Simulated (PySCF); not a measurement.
**Trend along the alkali metals: MNa anions**

MP2 with double-zeta basis sets in PySCF, for the lowest determinant that a PBE0 search found; no spin–orbit coupling. De refers to high-spin ground-configuration atoms (the charge goes to the atom of lower measured ionisation energy or higher electron affinity, which is not always the lowest computed limit).

```csv
M,basis,"reference, frozen orbitals",charged atom,state (unpaired electrons),Re (Å),ωe (cm⁻¹),De (eV)
Li,aug-pcseg-1,"ROHF, 1",Li−,doublet (σ ↑),3.422,153,n/a
Na,def2-SVPD,"ROHF, 2",Na−,doublet (σ ↑),3.621,105,n/a
K,aug-pcseg-1,"ROHF, 6",Na−,doublet (σ ↑),4.005,84.2,n/a
Rb,def2-SVPD,"ROHF, 1",Na−,doublet (σ ↑),4.188,66.2,n/a
Cs,def2-SVPD,"ROHF, 1",Na−,doublet (σ ↑),4.411,62.4,n/a
```

The shortest bond is that of NaLi⁻ (3.422 Å), the longest that of CsNa⁻ (4.411 Å).

The rows differ in basis set, which adds steps of its own.

Down a group the atoms grow and get heavier, so bonds lengthen and wavenumbers fall; this series shows no clear exception.

Correlated steps freeze the inner cores (1 to 6 orbitals); shallow outer-core shells are correlated. Spin–orbit coupling is left out. States were picked by a PBE0 search and need not be the measured ground states.
